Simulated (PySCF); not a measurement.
Species: C₅H₇F₃N (doublet state).
Cartesian coordinates in Å at the GFN2-xTB level; atoms count from 1:
```
atom  x, y, z in Å
N1    -2.0834    0.6222   -1.4820
C2    -1.0423    0.8592   -0.5196
C3    -0.7957   -0.3412    0.4213
F4    -1.9592   -0.6599    1.0629
F5    -0.4995   -1.4469   -0.3168
C6     0.2917   -0.0729    1.4624
C7     1.5634   -0.2042    1.2663
C8     2.5368   -0.4734    0.2245
F9     2.1401    0.0134   -1.0186
H10   -1.8360   -0.1385   -2.1049
H11   -2.9618    0.3978   -1.0269
H12   -1.3127    1.7184    0.0991
H13   -0.1075    1.0685   -1.0429
H14   -0.1269    0.2091    2.4189
H15    3.4980    0.0112    0.4380
H16    2.6876   -1.5538    0.1069
```

The hyperfine couplings belong to this conformer and change with its torsions.

The species is `NCC(F)(F)/C=[C]\CF` [radical].

Method: PySCF, UKS B3LYP, pcH-1 on C F H N, non-relativistic, mean-field spin-orbit, GIAO. One conformer (not necessarily the lowest) at the GFN2-xTB geometry, without solvent, vibrations or thermal averaging. The geometry wasn't refined by DFT: couplings that depend on bond lengths, twists or pyramidal angles can differ widely from those at the functional's own minimum. Stability of the SCF solution: not tested.

Problem. Give the isotropic g value and a_iso(19F) at F9.

Solution. g_iso = 2.00229 and a = +144.81 MHz, or +5.167 mT (Mulliken spin population +0.03).

Problem. For one electron spin and this one nucleus (I = 1/2, g_N = 5.2577), compare first-order, second-order and exact resonance fields at 3.232 GHz.

Solution. First order: B = B0 − a·mI with B0 = 115.328 mT. Second order subtracts a²[I(I+1) − mI²]/(2B0). The exact fields come from the Breit–Rabi levels of H = g μB B Sz − g_N μN B Iz + a S·I.

```json
{"mI": "−1/2", "first order (mT)": "117.911", "second order (mT)": "117.853", "exact (mT)": "117.855", "exact − first order": "-0.057"}
{"mI": "+1/2", "first order (mT)": "112.744", "second order (mT)": "112.686", "exact (mT)": "112.685", "exact − first order": "-0.059"}
```

Problem. What g and a would be read from the two outer exact lines by first-order rules?

Solution. Their midpoint, 115.270 mT, gives an apparent g of 2.00329 (true 2.00229), and their distance over 2I an apparent |a| of 5.170 mT (true 5.167).

Problem. What levels remain at zero field?

Solution. F = I ± 1/2 = 1 and 0, at a·I/2 = +36.2 MHz and −a(I+1)/2 = -108.6 MHz, that is |a|(I + 1/2) = 144.8 MHz apart; F = 0 lies lower.

Other couplings of abundant isotopes, left aside here: 1 × 1H 124 MHz, 2 × 1H 42 MHz, 2 × 19F 2 MHz.

Class means assume fast exchange of nuclei equivalent by connectivity; if that motion is slow, each nucleus keeps its own coupling. The 1H value of +42.3 MHz is a mean of couplings from 24.4 to 60.2 MHz in this one geometry, not an average over conformers. The 19F value of -1.7 MHz is a mean of couplings from -6.7 to 3.3 MHz in this one geometry, not an average over conformers.
